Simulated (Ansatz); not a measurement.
`[OH][Ga]([F])[F]` + H–F → `[F][Ga]([F])[F]` + H₂O at 600 K and 1 bar (ligand exchange at a Ga–O bond).

Gas-phase electronic energies from Ansatz, PBE0-D4/def2-TZVP geometries. CCSD(T)/CBS is the MP2 limit (def2-TZVPP, def2-QZVPP) plus CCSD(T) − MP2 in def2-TZVPP, frozen cores. This one scheme is used for every species. For Ga outer-core shells are correlated without core-valence functions, which leaves a few kJ/mol of doubt a bond. Scalar relativity is left out up to krypton. One conformer a species, not always the lowest.

| species | CCSD(T)/CBS energy (Eh) | H − E (kJ/mol) | S (J/(mol·K)) |
| --- | --- | --- | --- |
| `[OH][Ga]([F])[F]` | -2199.41346 | 88.9 | 372.0 |
| H–F | -100.39570 | 42.3 | 194.0 |
| `[F][Ga]([F])[F]` | -2223.43412 | 53.8 | 343.2 |
| H₂O | -76.37941 | 76.8 | 212.8 |

H − E and S are ideal-gas, rigid-rotor, harmonic terms from PBE0-D4/def2-TZVP, for one conformer and one mirror image of each species. 1 Eh = 2625.50 kJ/mol, R = 8.31446 J/(mol·K).

Task: By hand: ΔE, ΔH, ΔS and ΔG.

Result: ΔE = (-2223.43412) + (-76.37941) − (-2199.41346) − (-100.39570) = -0.00437 Eh = -11.5 kJ/mol. Δ(H − E) = 53.8 + 76.8 − 88.9 − 42.3 = -0.6, so ΔH = -12.1 kJ/mol. ΔS = 343.2 + 212.8 − 372.0 − 194.0 = -10.0 J/(mol·K). ΔG = -12.1 − 600 × (-10.0)/1000 = -6.1 kJ/mol.

Task: By hand: the equilibrium constant, and the temperature at which ΔG would vanish if ΔH and ΔS stayed fixed.

Result: log₁₀ K = −ΔG/(RT ln 10) = 0.5. ΔG = 0 at ΔH/ΔS = 1210 K, though so small a ΔS makes that figure unsure.

TΔS isn't small against ΔH here. A doubt of 5 kJ/mol in ΔE shifts log₁₀ K by 0.4 here. Other conformers and mirror images would add mixing entropy, several J/(mol·K) or more a flexible species. These are equilibria of isolated gas molecules and say nothing of rates. Largest T1 diagnostic: 0.015 (customary marks: 0.02 for closed shells, 0.045 for open ones).
